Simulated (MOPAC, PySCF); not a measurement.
pentalene `C1=CC2=CC=CC2=C1`, neutral singlet in the gas phase. 

Cartesian coordinates (Å):
SMILES: C1=C2C=CC=C2C=C1
```xyz
14

C     -2.1622     0.2964     0.1414
C     -1.5861    -0.9029    -0.1903
C     -0.1257    -0.6954    -0.1787
C      1.0880    -1.3065    -0.3745
C      2.1622    -0.2964    -0.1414
C      1.5861     0.9029     0.1903
C      0.1257     0.6954     0.1787
C     -1.0880     1.3065     0.3746
H     -3.2368     0.5041     0.2276
H     -2.1096    -1.8396    -0.4205
H      1.2742    -2.3539    -0.6547
H      3.2368    -0.5041    -0.2276
H      2.1096     1.8396     0.4206
H     -1.2742     2.3539     0.6547
```
Charge 0, spin multiplicity 1.

All levels are single points at this geometry (PBE-D3(BJ)/def2-SVP); Pople sets use spherical d functions. Orbital energies aren't observables, and empty levels follow the basis.

AM1 in MOPAC gives gap (eV) = 7.29.

Q: Estimate the gap (eV) from each of these levels: B3LYP-D3(BJ)/def2-SVP in PySCF; ωB97X-D3(BJ)/def2-SVP in PySCF; B3LYP/3-21G in PySCF; B3LYP/6-31G* in PySCF; BP86/6-31G* in PySCF; PBE/6-31G* in PySCF; HF/3-21G in PySCF; PM3 in MOPAC.

A: 
```json
[
 {"level": "B3LYP-D3(BJ)/def2-SVP in PySCF", "gap (eV)": "2.42"},
 {"level": "ωB97X-D3(BJ)/def2-SVP in PySCF", "gap (eV)": "6.99"},
 {"level": "B3LYP/3-21G in PySCF", "gap (eV)": "2.47"},
 {"level": "B3LYP/6-31G* in PySCF", "gap (eV)": "2.43"},
 {"level": "BP86/6-31G* in PySCF", "gap (eV)": "1.04"},
 {"level": "PBE/6-31G* in PySCF", "gap (eV)": "1.04"},
 {"level": "HF/3-21G in PySCF", "gap (eV)": "8.14"},
 {"level": "PM3 in MOPAC", "gap (eV)": "7.21"}
]
```
